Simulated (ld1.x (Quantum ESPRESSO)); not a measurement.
## Scattering properties, RRKJ potential for C (Z = 6)

* Element: carbon (C)
* Generator: ld1.x (Quantum ESPRESSO) 7.5
* Type: norm-conserving RRKJ (Kleinman–Bylander form)
* Functional: Wu–Cohen
* Relativity: scalar-relativistic
* Frozen core: [He]
* Valence charge: 4
* Reference configuration: 2s2 2p1 (charge +1)
* Partial waves: 2s (bound): rc 1.00 bohr; 2p (bound): rc 1.45 bohr; 3d channel at 0.45 Ry: rc 1.20 bohr
* Local potential: the d channel
* Core correction: Bessel-smoothed model core inside 0.60 bohr

The phase is arctan(r·u′/u) with u = r·R(r), unwrapped; energies in Ry, scanned from -4 to 5 Ry. A pole is an energy at which the radial function vanishes at the test radius. The pseudo phase is shifted by a multiple of π to meet the all-electron one at the reference energy, and phase errors are pseudo minus all-electron; the curves can meet again beyond the range given. Levels narrower than the energy grid can be missing from the lists of poles.

```json
{"channel": "s", "radius (bohr)": "1.59", "reference energy (Ry)": "-1.89", "poles, all-electron": "0.87", "poles, pseudo": "0.83", "unbroken range about the reference energy with phases within 0.05 rad": "below 4.9", "phase error 1 Ry above the reference energy (rad)": "-0.001"}
{"channel": "p", "radius (bohr)": "1.59", "reference energy (Ry)": "-1.25", "poles, all-electron": "0.83", "poles, pseudo": "0.86", "unbroken range about the reference energy with phases within 0.05 rad": "below 4.3", "phase error 1 Ry above the reference energy (rad)": "+0.002"}
{"channel": "d", "radius (bohr)": "1.59", "reference energy (Ry)": "0.45", "poles, all-electron": "none", "poles, pseudo": "none", "unbroken range about the reference energy with phases within 0.05 rad": "the whole range", "phase error 1 Ry above the reference energy (rad)": "+0.000"}
```

Phases in the p channel:

| E (Ry) | all-electron | pseudo |
| --- | --- | --- |
| -4.00 | 1.138 | 1.138 |
| -3.52 | 1.077 | 1.078 |
| -3.04 | 0.986 | 0.987 |
| -2.56 | 0.833 | 0.834 |
| -2.08 | 0.542 | 0.543 |
| -1.60 | -0.037 | -0.037 |
| -1.12 | -0.742 | -0.742 |
| -0.64 | -1.155 | -1.154 |
| -0.16 | -1.364 | -1.362 |
| 0.32 | -1.485 | -1.482 |
| 0.80 | -1.567 | -1.563 |
| 1.28 | -1.629 | -1.623 |
| 1.76 | -1.681 | -1.673 |
| 2.24 | -1.728 | -1.718 |
| 2.72 | -1.776 | -1.762 |
| 3.20 | -1.828 | -1.808 |
| 3.68 | -1.889 | -1.860 |
| 4.16 | -1.965 | -1.921 |
| 4.64 | -2.068 | -1.999 |
